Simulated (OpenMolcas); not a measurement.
Pd III.

```json
{
  "Program": "OpenMolcas",
  "Basis": "ANO-RCC-VTZP [7s6p4d2f1g]",
  "Scalar Hamiltonian": "DKH2, point nucleus",
  "Active space": "8 electrons in 5 orbitals (4d)",
  "State averaging": "2S+1 = 3 even, 10 roots; 2S+1 = 1 even, 15 roots",
  "Spin-orbit coupling": "RASSI with atomic mean-field integrals over the reference wave functions, term energies averaged over their components"
}
```

Two sets of levels on these reference wave functions, in cm⁻¹ above 4d⁸ ³F₄: one from CASSCF and one from SS-CASPT2, IPEA 0.25 Eh, imaginary shift 0.1 Eh (closed shells correlated: 4s 4p).

| Level | Set 1 | Set 2 |
| --- | --- | --- |
| 4d⁸ ³F₄ | 0.0 | 0.0 |
| 4d⁸ ³F₃ | 3140 | 3120 |
| 4d⁸ ³F₂ | 4560 | 4810 |
| 4d⁸ ³P₁ | 14060 | 17420 |
| 4d⁸ ³P₀ | 14310 | 17750 |
| 4d⁸ ¹G₄ | 18210 | 21500 |
| 4d⁸ ¹S₀ | 42070 | 50310 |

Question: Which set is which?

Answer: Set 1 is SS-CASPT2. Its levels of the other terms of 4d⁸ lie at 0.81 to 0.85 of the other set's values, as expected, since terms of lower spin or lower L gain more correlation energy than the Hund ground term. Against 5 measured levels (Moore, Atomic Energy Levels, vol. III, NSRDS-NBS 35 (1971 reprint of NBS Circular 467, 1958)) the mean absolute deviation is 350 cm-1 with it and 2400 cm-1 without; single levels miss by up to 610 cm-1 with it.

CASPT2 breaks the degeneracy within a term, and the mean is taken; among the terms shown or strongly mixed into the levels shown the widest spread is 800 cm-1 (4d⁸ ³F, SS-CASPT2). Levels of configurations with an s electron are missing; early in the row they begin among the upper levels of the d shell and mix with terms of their name. Without dynamic correlation excited terms often stand tens of per cent too high (terms of higher spin than the ground term too low), and those without a measured partner can miss by more than the paired ones (holds for CASSCF). Computed and measured levels are paired by configuration, term and J; levels that our copy of the source lacks, or whose pairing is in doubt (as where it misses far off the trend of its configuration), stay unpaired and out of the deviations. Only configurations of the active space appear. The table leaves out levels that lie high or whose names do not pair safely across all columns.
